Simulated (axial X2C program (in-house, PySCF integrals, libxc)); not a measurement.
LiBr: cheaper levels and CCSD(T), two-component

Computed with an in-house all-electron X2C program for linear molecules (integrals from PySCF). Two-component (2c) means X2C with spin–orbit coupling and atomic mean-field two-electron Coulomb and Gaunt terms. Basis: Br dyall-cv3z [8s9p6d4f1g], Li dyall-cv3z [7s8p2d] (cores contracted in-house); Gaussian nuclei, density fitting, unrestricted open shells. Masses: Br 78.918 u, Li 7.016 u.

State: Ω = 0 (closed shell); fragments Br + Li.

```json
{"level": "PBE0", "Re (Å)": "2.169", "ωe (cm⁻¹)": "562.7", "De (eV)": "4.14"}
{"level": "HF", "Re (Å)": "2.192", "ωe (cm⁻¹)": "558.2", "De (eV)": "3.08"}
{"level": "MP2", "Re (Å)": "2.195", "ωe (cm⁻¹)": "553.3", "De (eV)": "4.11"}
{"level": "CCSD", "Re (Å)": "2.193", "ωe (cm⁻¹)": "554.5", "De (eV)": "3.98"}
{"level": "BP86", "Re (Å)": "2.186", "ωe (cm⁻¹)": "543.4", "De (eV)": "4.19"}
```

Correlated methods: 8 electrons correlated (number of frozen shells: Br 3 s, 2 p, 1 d; Li 1 s), 186 virtual spin orbitals or spinors in MP2, 72 natural virtuals in coupled cluster.

CCSD(T), same Hamiltonian and basis:

Re = 2.194 Å, ωe = 552.8 cm⁻¹, De = 4.05 eV; T1 = 0.005 (Lee–Taylor normalisation).

(1) Give the differences from CCSD(T) in the columns below.

Occupations by symmetry block were frozen at the best pattern of an incomplete PBE0 search. Closed shells are restricted here (equal orbitals for both partners); the stretched side of such a curve lies too high. Dissociation energies refer to the lowest single-determinant-based atoms at the same level and basis. CCSD and (T) use frozen natural virtuals with an MP2 correction for the truncation; (T) itself is uncorrected, so its De runs slightly low. The functionals have no current-density term, which raises determinants with orbital currents, atoms included.

Results:

(1) 

```json
{"level": "PBE0", "ΔRe (Å)": "-0.025", "Δωe (cm⁻¹)": "10", "ΔDe (eV)": "0.09"}
{"level": "HF", "ΔRe (Å)": "-0.002", "Δωe (cm⁻¹)": "5", "ΔDe (eV)": "-0.97"}
{"level": "MP2", "ΔRe (Å)": "0.001", "Δωe (cm⁻¹)": "0", "ΔDe (eV)": "0.06"}
{"level": "CCSD", "ΔRe (Å)": "-0.001", "Δωe (cm⁻¹)": "2", "ΔDe (eV)": "-0.07"}
{"level": "BP86", "ΔRe (Å)": "-0.008", "Δωe (cm⁻¹)": "-9", "ΔDe (eV)": "0.14"}
```
